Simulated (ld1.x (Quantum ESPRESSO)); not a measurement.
# Pseudopotential generation for sulfur: TM semilocal, PBEsol, non-relativistic.

- Element: sulfur
- Generator: ld1.x (Quantum ESPRESSO) 7.5
- Type: norm-conserving Troullier–Martins (semilocal form)
- Functional: PBEsol
- Relativity: non-relativistic
- Frozen core: [Ne]
- Valence charge: 6
- Reference configuration: 3s2 3p2 (charge +2)
- Partial waves: 3s (bound): rc 1.20 bohr; 3p (bound): rc 1.60 bohr
- Local potential: the p channel
- Core correction: a·sin(br)/r model core, default radius (core density twice the valence density)

All-electron outer shells of the reference configuration (PBEsol, non-relativistic, ld1.x):

| shell | level (eV) | outermost node (bohr) | outermost maximum (bohr) |
| --- | --- | --- | --- |
| 3s | -39.18 | 0.60 | 1.37 |
| 3p | -27.94 | 0.58 | 1.50 |

Task: Estimate the cutoffs (Ry, on a coarse ladder) from which the occupation-weighted sum of valence levels, in a spherical-Bessel basis at the reference potential, stays within 10 and 1 mRy of its value at 400 Ry.

Result: 50 Ry and 110 Ry.

Task: Which valence shell sets the plane-wave cutoff?

Result: 3s: its level needs 90 Ry to come within 1 mRy, against 30 Ry for 3p.

Task: Tests: 3s2 3p4; 3s2 3p3; 3s2 3p1; 3s0 3p6; 3s2 3p3.5; 3s1 3p4; 3s1 3p5. Which has the largest error in its energy relative to the reference configuration, and how large is it?

Result: 3s2 3p4, with +27 meV (all-electron minus pseudo) on -34.00 eV.
